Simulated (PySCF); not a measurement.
C2H3AlFNO2 (SMILES C[O][Al]([F])[N]=C=O), singlet, geometry from GFN2-xTB (such geometries of metal compounds can be far from the true shape); CASSCF(10,8)/STO-3G (PySCF).

PySCF was given this input:
```python
from pyscf import gto, scf, mcscf
import numpy

mol = gto.Mole()
mol.atom = '''
    Al   -0.410830   -0.510406    0.178708
    F    -1.107442   -1.305370    1.435108
    N     0.645130    0.869527    0.559194
    C     1.310896    1.751548    1.009024
    O     1.963283    2.613703    1.409721
    O    -0.697551   -0.996053   -1.351307
    C    -0.790897   -1.218600   -2.731824
    H    -0.367312   -2.195919   -2.972102
    H    -1.840532   -1.198528   -3.032392
    H    -0.246152   -0.447534   -3.279547
'''
mol.basis = 'sto-3g'
mol.charge = 0
mol.spin = 0
mol.verbose = 4
mol.build()

mf = scf.RHF(mol)
mf.kernel()
mc = mcscf.CASSCF(mf, 8, 10)
mc.fix_spin_(ss=0.0)
mc.kernel()
occ = numpy.linalg.eigvalsh(mc.fcisolver.make_rdm1(mc.ci, mc.ncas, mc.nelecas))[::-1]
ss = mc.fcisolver.spin_square(mc.ci, mc.ncas, mc.nelecas)[0]
print('natural occupations', occ.round(4), ' <S^2>', round(ss, 4))
```

The log (banner, timings and long lists left out):

```
PySCF version 2.14.0

[INPUT] verbose = 4
[INPUT] num. atoms = 10
[INPUT] num. electrons = 60
[INPUT] charge = 0
[INPUT] spin (= nelec alpha-beta = 2S) = 0
[INPUT] symmetry False subgroup None
[INPUT] Mole.unit = angstrom
[INPUT] Symbol           X                Y                Z      unit          X                Y                Z       unit  Magmom
[...]
nuclear repulsion = 323.86204396469
number of shells = 26
number of NR pGTOs = 126
number of NR cGTOs = 42
basis = sto-3g
ecp = {}

******** <class 'pyscf.scf.hf.RHF'> ********
method = RHF
initial guess = minao
damping factor = 0
level_shift factor = 0
DIIS = <class 'pyscf.scf.diis.CDIIS'>
diis_start_cycle = 1
diis_space = 8
diis_damp = 0
SCF conv_tol = 1e-09
SCF conv_tol_grad = None
SCF max_cycles = 50
direct_scf = True
direct_scf_tol = 1e-13
Set gradient conv threshold to 3.16228e-05
Initial guess from minao.
init E= -616.14642073567
[...]
cycle= 1 E= -614.914234375512  delta_E= 1.23  |g|= 0.805  |ddm|= 4.44
[...]
cycle= 2 E= -615.100575997471  delta_E= -0.186  |g|= 0.32  |ddm|= 1.34
[...]
cycle= 3 E= -615.127679140173  delta_E= -0.0271  |g|= 0.0674  |ddm|= 0.407
[...]
cycle= 4 E= -615.129035294771  delta_E= -0.00136  |g|= 0.0303  |ddm|= 0.109
[...]
cycle= 5 E= -615.1293612724  delta_E= -0.000326  |g|= 0.00792  |ddm|= 0.0479
[...]
cycle= 6 E= -615.129387888409  delta_E= -2.66e-05  |g|= 0.00167  |ddm|= 0.0138
[...]
cycle= 7 E= -615.129390430975  delta_E= -2.54e-06  |g|= 0.000508  |ddm|= 0.00505
[...]
cycle= 8 E= -615.129390722273  delta_E= -2.91e-07  |g|= 0.00023  |ddm|= 0.00159
[...]
cycle= 9 E= -615.129390809944  delta_E= -8.77e-08  |g|= 0.000101  |ddm|= 0.000982
[...]
cycle= 10 E= -615.129390830566  delta_E= -2.06e-08  |g|= 3.34e-05  |ddm|= 0.00058
[...]
cycle= 11 E= -615.129390832569  delta_E= -2e-09  |g|= 5.19e-06  |ddm|= 0.000211
[...]
cycle= 12 E= -615.129390832591  delta_E= -2.23e-11  |g|= 1.37e-06  |ddm|= 1.76e-05
[...]
Extra cycle  E= -615.129390832592  delta_E= -4.55e-13  |g|= 6.98e-07  |ddm|= 2.7e-06
converged SCF energy = -615.129390832592

******** <class 'pyscf.mcscf.mc1step.CASSCF'> ********
CAS (5e+5e, 8o), ncore = 25, nvir = 9
max_cycle_macro = 50
max_cycle_micro = 4
conv_tol = 1e-07
conv_tol_grad = None
orbital rotation max_stepsize = 0.02
orbital rotation threshold for CI restart = 0.01
augmented hessian ah_max_cycle = 30
augmented hessian ah_conv_tol = 1e-12
augmented hessian ah_linear dependence = 1e-14
augmented hessian ah_level shift = 1e-08
augmented hessian ah_start_tol = 2.5
augmented hessian ah_start_cycle = 3
augmented hessian ah_grad_trust_region = 3
kf_trust_region = 3
kf_interval = 4
ci_response_space = 4
ci_grad_trust_region = 3
with_dep4 0
natorb = False
canonicalization = True
sorting_mo_energy = False
ao2mo_level = 2
internal_rotation = False
******** <class 'pyscf.fci.addons.SpinPenaltyFCISolver'> ********
max. cycles = 50
conv_tol = 1e-08
davidson only = True
linear dependence = 1e-12
level shift = 0.001
max iter space = 12
nroots = 1
pspace_size = 400
spin = None
CASCI E = -615.159767125893  S^2 = 0.0000000
Set conv_tol_grad to 0.000316228
macro iter   1 ( 21 JK    4 micro), CASSCF E = -615.177496849839  dE = -1.77297239e-02  S^2 = 0.0000000
               |grad[o]|=0.0519  |grad[c]|=0.0195  |ddm|=0.0286  |maxRot[o]|=0.315
macro iter   2 ( 21 JK    4 micro), CASSCF E = -615.193127940035  dE = -1.56310902e-02  S^2 = 0.0000000
               |grad[o]|=0.0449  |grad[c]|=0.0163  |ddm|=0.0188  |maxRot[o]|=0.315
macro iter   3 ( 21 JK    4 micro), CASSCF E = -615.200639231857  dE = -7.51129182e-03  S^2 = 0.0000000
               |grad[o]|=0.029  |grad[c]|=0.0271  |ddm|= 0.08  |maxRot[o]|=0.292
macro iter   4 ( 21 JK    4 micro), CASSCF E = -615.207765429025  dE = -7.12619717e-03  S^2 = 0.0000000
               |grad[o]|=0.0191  |grad[c]|=0.0312  |ddm|=0.0479  |maxRot[o]|=0.257
macro iter   5 ( 21 JK    4 micro), CASSCF E = -615.212115326485  dE = -4.34989746e-03  S^2 = 0.0000000
[...]
               |grad[o]|=0.0102  |grad[c]|=0.0323  |ddm|=0.00128  |maxRot[o]|=0.0235
macro iter  26 (  7 JK    2 micro), CASSCF E = -615.245818890201  dE = -1.80807961e-03  S^2 = 0.0000000
               |grad[o]|=0.0101  |grad[c]|=0.0143  |ddm|=0.00191  |maxRot[o]|=0.0494
macro iter  27 ( 21 JK    4 micro), CASSCF E = -615.247653467335  dE = -1.83457713e-03  S^2 = 0.0000000
               |grad[o]|=0.0137  |grad[c]|=0.00523  |ddm|=0.001  |maxRot[o]|=0.0988
macro iter  28 ( 21 JK    4 micro), CASSCF E = -615.249710333553  dE = -2.05686622e-03  S^2 = 0.0000000
               |grad[o]|=0.0175  |grad[c]|=0.0104  |ddm|=0.00193  |maxRot[o]|=0.0967
macro iter  29 ( 21 JK    4 micro), CASSCF E = -615.255901428045  dE = -6.19109449e-03  S^2 = 0.0000000
               |grad[o]|=0.0214  |grad[c]|=0.0394  |ddm|=0.00667  |maxRot[o]|=0.0732
macro iter  30 ( 21 JK    4 micro), CASSCF E = -615.257774589553  dE = -1.87316151e-03  S^2 = 0.0000000
               |grad[o]|=0.0263  |grad[c]|=0.0225  |ddm|=0.0158  |maxRot[o]|=0.0494
macro iter  31 ( 21 JK    4 micro), CASSCF E = -615.256873150114  dE =  9.01439439e-04  S^2 = 0.0000000
               |grad[o]|=0.0184  |grad[c]|=0.0246  |ddm|=0.0107  |maxRot[o]|=0.0352
macro iter  32 ( 21 JK    4 micro), CASSCF E = -615.259700537759  dE = -2.82738764e-03  S^2 = 0.0000000
               |grad[o]|=0.0161  |grad[c]|=0.0131  |ddm|=0.0105  |maxRot[o]|=0.0474
macro iter  33 ( 12 JK    3 micro), CASSCF E = -615.264169415598  dE = -4.46887784e-03  S^2 = 0.0000000
               |grad[o]|=0.0154  |grad[c]|= 0.01  |ddm|=0.0131  |maxRot[o]|=0.0814
macro iter  34 ( 21 JK    4 micro), CASSCF E = -615.264050823417  dE =  1.18592181e-04  S^2 = 0.0000000
               |grad[o]|=0.0126  |grad[c]|=0.0109  |ddm|=0.00613  |maxRot[o]|=0.0101
macro iter  35 ( 21 JK    4 micro), CASSCF E = -615.265660353564  dE = -1.60953015e-03  S^2 = 0.0000000
               |grad[o]|=0.0125  |grad[c]|=0.00307  |ddm|=0.00516  |maxRot[o]|=0.0354
macro iter  36 ( 12 JK    3 micro), CASSCF E = -615.267689797583  dE = -2.02944402e-03  S^2 = 0.0000000
               |grad[o]|=0.0105  |grad[c]|=0.00159  |ddm|=0.00512  |maxRot[o]|=0.0609
macro iter  37 ( 20 JK    4 micro), CASSCF E = -615.267899553784  dE = -2.09756201e-04  S^2 = 0.0000000
               |grad[o]|=0.00643  |grad[c]|=0.00454  |ddm|=0.00173  |maxRot[o]|=0.0124
macro iter  38 ( 17 JK    4 micro), CASSCF E = -615.267826590295  dE =  7.29634891e-05  S^2 = 0.0000000
               |grad[o]|=0.0059  |grad[c]|=0.00381  |ddm|=0.00128  |maxRot[o]|=0.0116
macro iter  39 ( 21 JK    4 micro), CASSCF E = -615.268578671470  dE = -7.52081175e-04  S^2 = 0.0000000
               |grad[o]|=0.00624  |grad[c]|=0.00122  |ddm|=0.00106  |maxRot[o]|=0.0396
macro iter  40 ( 15 JK    4 micro), CASSCF E = -615.268706642751  dE = -1.27971281e-04  S^2 = 0.0000000
               |grad[o]|=0.00247  |grad[c]|=0.000639  |ddm|=0.000357  |maxRot[o]|=0.0186
macro iter  41 ( 15 JK    4 micro), CASSCF E = -615.268719149094  dE = -1.25063430e-05  S^2 = 0.0000000
               |grad[o]|=0.000789  |grad[c]|=0.0001  |ddm|=0.000173  |maxRot[o]|=0.00661
macro iter  42 (  7 JK    1 micro), CASSCF E = -615.268719267712  dE = -1.18618004e-07  S^2 = 0.0000000
               |grad[o]|=7.83e-05  |grad[c]|=5.49e-05  |ddm|=1.66e-05  |maxRot[o]|=0.000677
macro iter  43 (  1 JK    1 micro), CASSCF E = -615.268719267716  dE = -4.43378667e-12  S^2 = 0.0000000
               |grad[o]|=2.26e-05  |grad[c]|=3.49e-06  |ddm|=    0  |maxRot[o]|=    0
1-step CASSCF converged in  43 macro (689 JK 147 micro) steps
CASSCF canonicalization
Density matrix diagonal elements [1.97675888 1.97397596 1.97977308 1.93683975 1.93723018 0.08814256
 0.02023255 0.08704703]
CASSCF energy = -615.268719267716
CASCI E = -615.268719267716  E(CI) = -24.8452633420324  S^2 = 0.0000000
natural occupations [1.9833 1.9742 1.9742 1.9372 1.936  0.089  0.088  0.0181]  <S^2> 0.0
```
